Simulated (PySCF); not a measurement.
**How methods differ on the excitation energy of Nb²⁺**

Nb²⁺ [Kr] 4d3 (4F) → Nb²⁺ [Kr] 4d2 5s1 (4F), as a difference of total energies. Computed with PySCF 2.14 in aug-cc-pwCVDZ-PP with ECP28MDF (6s6p5d3f, 70 functions), with scalar relativity through the core potential. Correlated levels: valence: 4s2 4p6 frozen; valence and next inner shell: nothing frozen outside the core potential. The calculations carry no spin-orbit coupling.

| method | excitation energy (eV) |
| --- | --- |
| UHF | 3.110 |
| LDA | 2.812 |
| PBE | 2.980 |
| PBE0 | 3.158 |
| r2SCAN | 3.153 |
| M06 | 3.244 |
| BP86 | 2.965 |
| wB97X | 3.355 |
| B97-3 | 3.208 |
| MP2 (valence) | 3.185 |
| SCS-MP2 (valence) | 3.135 |
| MP2 (valence and next inner shell) | 2.936 |
| SCS-MP2 (valence and next inner shell) | 2.959 |

Q: How much does correlation contribute at MP2 (valence and next inner shell)?

A: 2.936 − (3.110) = -0.174 eV, measured against UHF.
